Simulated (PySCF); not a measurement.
difluoro(fluoromethyl)silane (CH₃F₃Si), SMILES FC[SiH](F)F.

Geometry: ωB97X-D3(BJ)/def2-SVP. Other conformers were not sampled.

All values below come from TDDFT-LC-ωPBE/def2-SVPD in PySCF.

Vertical excitations. Gas-phase values at a fixed geometry. State labels are in the subgroup Cs.

```
state  symmetry  energy (eV)  λ (nm)      f                                              main pairs
-----  --------  -----------  ------  -----  ------------------------------------------------------
S1           A'         7.99     155  0.010                        HOMO→LUMO 71 %, HOMO→LUMO+1 13 %
S2           A"         8.76     141  0.002                                        HOMO→LUMO+2 88 %
S3           A"         9.18     135  0.000                    HOMO−1→LUMO 68 %, HOMO−1→LUMO+3 15 %
S4           A'         9.36     133  0.086                                        HOMO→LUMO+1 80 %
S5           A'        10.15     122  0.024  HOMO−2→LUMO 44 %, HOMO→LUMO+3 18 %, HOMO−2→LUMO+1 10 %
S6           A"        10.45     119  0.049                                      HOMO−1→LUMO+1 78 %
S7           A'        10.61     117  0.193  HOMO→LUMO+4 36 %, HOMO→LUMO+3 32 %, HOMO−2→LUMO+1 11 %
S8           A"        10.77     115  0.021                                        HOMO→LUMO+5 85 %
S9           A'        10.94     113  0.052                                      HOMO−1→LUMO+2 77 %
T1           A'         7.23     172      0                        HOMO→LUMO 62 %, HOMO→LUMO+1 15 %
T2           A"         8.19     151      0                                        HOMO→LUMO+2 79 %
T3           A"         8.64     143      0                    HOMO−1→LUMO 60 %, HOMO−1→LUMO+3 14 %
T4           A'         8.87     140      0                      HOMO→LUMO+1 58 %, HOMO−2→LUMO 11 %
```
Triplets are in the Tamm–Dancoff approximation, which puts them higher than full response would, so one can lie above its singlet here.
